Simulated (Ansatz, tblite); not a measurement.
Removing and adding an electron: Sr8O8 (started as a model of: 1x4x4 SrO rock-salt block). Charge 0, multiplicity 1. Geometry: PBE-D4/def2-SVP. Ansatz, gas phase; energy differences of separate SCF runs; the oxidised species was run as a doublet alone; the reduced species was run as a doublet alone.

```xyz
16

Sr    2.6995    0.5826    3.7750
O     1.3001    1.9189    2.7405
Sr    0.9768    3.4104    0.8611
O    -0.6387    4.5503   -0.1779
O     1.7565   -1.1660    2.8404
Sr   -0.0500    0.1079    1.8055
O    -0.1455    1.5576   -0.0905
Sr   -1.7961    2.8965   -1.1341
Sr    1.7856   -2.8997    1.1378
O     0.1373   -1.5577    0.1011
Sr    0.0527   -0.1050   -1.7956
O    -1.7545    1.1631   -2.8312
O     0.6396   -4.5504    0.1531
Sr   -0.9831   -3.4091   -0.8671
O    -1.2878   -1.9153   -2.7432
Sr   -2.6924   -0.5839   -3.7747
```

In the def2 sets Sr takes a core potential; there is no spin–orbit coupling. The xTB rows come from tblite. HOMO above LUMO, or a gap near zero within one spin, warns that the state may not be the lowest or that an electron is smeared out.

**Question.** Estimate orbital energies and vertical ionisation energies and electron affinities at: GFN1-xTB; GFN2-xTB; PBE-D4/def2-SVP; PBE0-D4/def2-SVP.

**Answer.** 
| level | −HOMO (eV) | vertical IE (eV) | −LUMO (eV) | vertical EA (eV) | HOMO–LUMO gap (eV) | IE − EA (eV) | remarks |
| --- | --- | --- | --- | --- | --- | --- | --- |
| GFN1-xTB | 9.59 | 10.77 | 8.66 | 8.00 | 0.92 | 2.77 | – |
| GFN2-xTB | 10.48 | – | 10.24 | 8.35 | 0.24 | – | – |
| PBE-D4/def2-SVP | 2.64 | 4.40 | 1.94 | 0.94 | 0.70 | 3.45 | HOMO above zero (-1 doublet), gap within one spin near zero (+1 doublet), gap within one spin near zero (-1 doublet) |
| PBE0-D4/def2-SVP | 3.58 | 4.58 | 1.38 | 0.77 | 2.20 | 3.82 | – |

   A HOMO above zero means that the electron is unbound at that level or that self-interaction error raises the level; the energy of removing that electron tells which. Raw xTB energy differences between charge states are shifted by several eV; the methods need an empirical correction for them. Sets without diffuse functions give affinities that are too small.
